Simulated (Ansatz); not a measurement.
One change: `CB[SiH](C)F` becomes `C[SiH](F)CCl`.

Ansatz, PBE0-D4/def2-TZVP geometries, multiplicity 1. Each molecule was computed in one conformer, which needn't be the lowest.

| property | `CB[SiH](C)F` |
| --- | --- |
| HOMO–LUMO gap (B3LYP/def2-TZVPP) / eV | 5.39 |
| LUMO energy (ωB97M-V/def2-TZVPP) / eV | 0.02 |
| size of the dipole moment (PBE/def2-TZVPP) / D | 2.27 |
| LUMO energy (PBE0/def2-TZVPP) / eV | -1.92 |
| HOMO–LUMO gap (ωB97M-V/def2-TZVPP) / eV | 9.87 |
| HOMO energy (PBE0/def2-TZVPP) / eV | -7.68 |

What does the change do to each property? (Best estimate.)

The calculation gave: 
```json
{"property": "HOMO–LUMO gap (B3LYP/def2-TZVPP) / eV", "`C[SiH](F)CCl`": "7.86", "shift": "2.47"}
{"property": "LUMO energy (ωB97M-V/def2-TZVPP) / eV", "`C[SiH](F)CCl`": "2.05", "shift": "2.03"}
{"property": "size of the dipole moment (PBE/def2-TZVPP) / D", "`C[SiH](F)CCl`": "0.80", "shift": "-1.47"}
{"property": "LUMO energy (PBE0/def2-TZVPP) / eV", "`C[SiH](F)CCl`": "0.14", "shift": "2.06"}
{"property": "HOMO–LUMO gap (ωB97M-V/def2-TZVPP) / eV", "`C[SiH](F)CCl`": "12.52", "shift": "2.65"}
{"property": "HOMO energy (PBE0/def2-TZVPP) / eV", "`C[SiH](F)CCl`": "-8.21", "shift": "-0.53"}
```

With PBE0 the HOMO falls by 0.53 eV and the LUMO rises by 2.06 eV, so the gap widens by about 2.59 eV. PBE moves the HOMO by -0.43 eV and ωB97M-V by -0.61 eV. Dipoles are sizes alone; their direction can turn.

B3LYP here is the variant with VWN-RPA as its local correlation; programs differ in this.
